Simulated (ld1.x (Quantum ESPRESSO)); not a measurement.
## Which change was made? (Sb, TM)

| Item | Value |
| --- | --- |
| Element | antimony |
| Generator | ld1.x (Quantum ESPRESSO) 7.5 |
| Type | norm-conserving Troullier–Martins (Kleinman–Bylander form) |
| Functional | PBE |
| Relativity | fully relativistic |
| Frozen core | [Kr] 4d10 |
| Valence charge | 5 |
| Reference configuration | 5s2 5p2.75 (charge +0.25) |
| Partial waves | 5p (bound): rc 2.50 bohr; 5d channel at 0.2 Ry: rc 2.35 bohr; 5s (bound): rc 1.55 bohr |
| Local potential | the s channel |
| Core correction | Bessel-smoothed model core inside 1.30 bohr |

Open shells are filled in proportion to 2j + 1 (rel_dist='average').

Cutoffs, loose and tight: the cutoffs (Ry, on a coarse ladder) from which the occupation-weighted sum of valence levels, in a spherical-Bessel basis at the reference potential, stays within 10 and 1 mRy of its value at 400 Ry. They do not see the model core or the augmentation charge, which bear on the density cutoff. Test errors are all-electron minus pseudo excitation energies from the reference, over the configurations 5s2 5p3; 5s2 5p2; 5s2 5p1; 5s2 5p0; 5s2 5p2.5; 5s1 5p4; 5s2 5p3.3; variants that change the core or the reference have their own tests.

The base gives: outcome: generated; cutoff, loose: 45 Ry; cutoff, tight: 90 Ry; bound ghosts: d5/2; largest test error (meV): -115.

(1) After one change the result is: outcome: generated; cutoff, loose: 50 Ry; cutoff, tight: 100 Ry; bound ghosts: d5/2, p3/2, p1/2; largest test error (meV): -118. Which change was it?
A. wave 5p (bound): rc 2.50 bohr becomes 5p (bound): rc 3.02 bohr
B. wave 5p (bound): rc 2.50 bohr becomes 5p (bound): rc 1.68 bohr
C. wave 5p (bound): rc 2.50 bohr becomes 5p (bound): rc 3.72 bohr

## Answers

(1) B. The others give: wave 5p (bound): rc 2.50 bohr becomes 5p (bound): rc 3.02 bohr → outcome: generated; cutoff, loose: 45 Ry; cutoff, tight: 90 Ry; bound ghosts: d5/2; largest test error (meV): -164 | wave 5p (bound): rc 2.50 bohr becomes 5p (bound): rc 3.72 bohr → outcome: generated; cutoff, loose: 45 Ry; cutoff, tight: 90 Ry; bound ghosts: d5/2, p1/2; largest test error (meV): -305.
